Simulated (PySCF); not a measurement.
## Correlation energy of K⁺ (potassium, charge +1)

[Ar], closed-shell 1S. Computed with PySCF 2.14 in Sapporo-DKH3-DZP-2012, with the spin-free X2C one-electron Hamiltonian (Gaussian nucleus). Frozen: [Ne] 3s2; 6 electrons correlated.

Total MP2 correlation energy: -140.09 mhartree.

Same-spin part -42.38 and opposite-spin part -97.71 mhartree; SCS-MP2 scales them by 1/3 and 6/5 to -131.38 mhartree.

```csv
level,correlation energy (mhartree)
CCSD,-152.33
(T),-0.43
CCSD(T),-152.76
```

Diagnostics: T1 = 0.0038, D1 = 0.0054, largest double amplitude 0.050.

**Question.** Is a single reference adequate?

**Answer.** Yes: T1 lies below 0.03 and no double amplitude reaches 0.07.
